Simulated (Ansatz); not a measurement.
**Pulling the pair apart**

The pair of Br⁻ (SMILES [Br-], atom 1) and C$_{2}$H$_{2}$ (SMILES C#C, atoms 2–5), both closed shells, in one local arrangement (a lower one may exist), relaxed at PBE0-D4/def2-TZVPD:

```csv
atom,x (Å),y (Å),z (Å)
Br1,-0.0913,2.0872,-2.5551
C2,0.0065,-0.1460,0.1788
C3,0.0396,-0.9066,1.1096
H4,-0.0237,0.5444,-0.6664
H5,0.0690,-1.5791,1.9332
```

C$_{2}$H$_{2}$ is shifted rigidly along the line between the mean atom positions of the two fragments (negative: closer). Counterpoise interaction energies in kcal/mol. Ansatz 0.2.0; basis: def2-TZVPPD; cores frozen in the correlated methods. Filled d shells of the heavier atoms are correlated. The def2 sets are not built for correlating such inner shells, so the correlated values are less sure here. B3LYP uses VWN-RPA correlation.

```
shift (Å)  PBE-D4  PBE0-D4  B3LYP-D4
    -0.24   -8.99    -8.93     -7.98
    -0.12   -9.73    -9.70     -8.93
     0.00   -9.92    -9.90     -9.27
     0.12   -9.76    -9.75     -9.23
     0.29   -9.21    -9.20     -8.80
     0.61   -7.82    -7.80     -7.52
     1.22   -5.33    -5.30     -5.13
     2.44   -2.56    -2.56     -2.53
```

Task: What does CCSD(T) give at these shifts? (Judge from chemistry; the value comes from the calculation.)

Result: By the calculation: -6.79, -7.94, -8.44, -8.53, -8.23, -7.13, -4.92, -2.38 kcal/mol. For zero shift, CCSD(T) at an estimated basis limit (MP2 extrapolated from triple and quadruple zeta, plus CCSD(T) − MP2 in triple zeta) gives -9.26 kcal/mol. These are counterpoise interaction energies, counted from the two frozen fragments.

T1 diagnostic: at most 0.010.

For scale, one of the runs: CCSD(T)/def2-TZVPPD, 165 basis functions, launched by `ansatz run in.yaml --threads 2 --pin off --events-out ev --progress --plain --max-ram 5222MiB`. Hardware: 2 CPU threads of an Arm Neoverse V1, shared host. Wall time 46 s; peak host memory 1.3 GiB.
